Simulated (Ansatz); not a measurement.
A structure relaxed at r2SCAN/def2-SVP in Ansatz, charge 1, doublet:

```tsv
atom	x (Å)	y (Å)	z (Å)
Na1	-2.524	-0.268	1.263
Na2	-1.691	-0.554	-2.349
Na3	-1.464	-3.588	0.164
Na4	-0.362	2.285	-0.152
Na5	0.816	-0.980	0.053
Na6	0.454	0.676	3.197
Na7	1.655	0.899	-2.891
Na8	3.115	1.531	0.715
```

Give its formula.

the cluster Na8⁺.

Summarise the bond lengths by kind (pairs closer than 1.2 times the sum of covalent radii, bridged metal pairs left out).

19 × Na–Na 3.47 to 3.95 Å.

The relaxation made no stability test and no search for a lower SCF solution. The structure comes from a short search, and lower isomers may exist.
